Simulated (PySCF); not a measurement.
# An excited-state table with gaps

C7H10NOP.
Z-matrix (Å and degrees, PBE0-D3(BJ)/def2-SVP geometry), rows numbered from 1:
```
C 
C   1  1.5061
C   2  1.5575  1  120.66
P   3  1.8060  2   64.63  1  -118.74
N   4  1.5667  2  133.36  3   119.71
C   4  1.7833  2  111.25  3   -96.34
C   6  1.3662  4  128.79  2  -142.05
C   7  1.4276  6  105.92  4  -178.62
C   8  1.3639  7  106.01  6    -0.05
O   9  1.3481  8  110.52  7     0.11
H   1  1.1030  2  110.62  3   -72.88
H   1  1.0991  2  111.38  3    46.86
H   1  1.1004  2  111.09  3   167.21
H   2  1.0997  1  113.80  3   136.98
H   3  1.0968  2  116.08  4   108.70
H   3  1.0956  2  117.29  4  -112.24
H   5  1.0173  4  115.40  2   -26.80
H   7  1.0872  6  124.86  4     0.54
H   8  1.0878  7  127.53  6   179.79
H   9  1.0870  8  133.40  7   180.00
```

Theory: TDDFT wB97X-D/def2-SVPD, vertical, gas phase, core orbitals frozen in the response (PySCF 2.14.0, density-fitted response routines).

Orbital energies (eV): HOMO-3 -10.27, HOMO-2 -9.32, HOMO-1 -8.72, HOMO -7.88, LUMO 1.16, LUMO+1 2.24, LUMO+2 2.65.

Lowest singlets, with some entries withheld (?).

```csv
state,E (eV),f,"main configurations (H = HOMO, L = LUMO)"
S1,5.13,0.048,H→L (93%)
S2,5.52,0.024,"H→L+3 (43%), H→L+2 (32%), H→L+1 (11%)"
S3,5.81,0.325,H-1→L (97%)
S4,6.35,0.013,"H→L+1 (28%), H-2→L (24%), H→L+2 (24%)"
S5,6.39,0.0016,"H-2→L (68%), H→L+2 (11%), H→L+1 (8%)"
S6,?,0.0018,"H-3→L (54%), H-1→L+5 (13%)"
S7,?,0.012,"H→L+1 (20%), H-1→L+1 (16%), H→L+3 (12%)"
S8,?,0.0031,"H→L+5 (24%), H→L+4 (11%), H→L+8 (10%)"
S9,?,0.011,H-1→L+1 (41%)
S10,?,0.052,"H-2→L+3 (27%), H-2→L+2 (21%), H→L+8 (8%)"
```

Question: What stands in place of each question mark?

Answer: 
- S6: E = 6.78 eV
- S7: E = 6.84 eV
- S8: E = 6.98 eV
- S9: E = 7.06 eV
- S10: E = 7.18 eV

Question: What is the vertical ionisation energy by ΔSCF at this level?

Answer: 7.91 eV; −ε(HOMO) is 7.88 eV.

Question: How far apart are S2 and S10, in eV and cm⁻¹?

Answer: 7.175 − 5.516 = 1.659 eV, or about 13380 cm⁻¹.

Question: What is the mean static polarisability from the same response equations?

Answer: 114.5 au (16.96 Å³), with principal values 85.6, 121.0 and 136.8 au.

One conformer stands for the species.
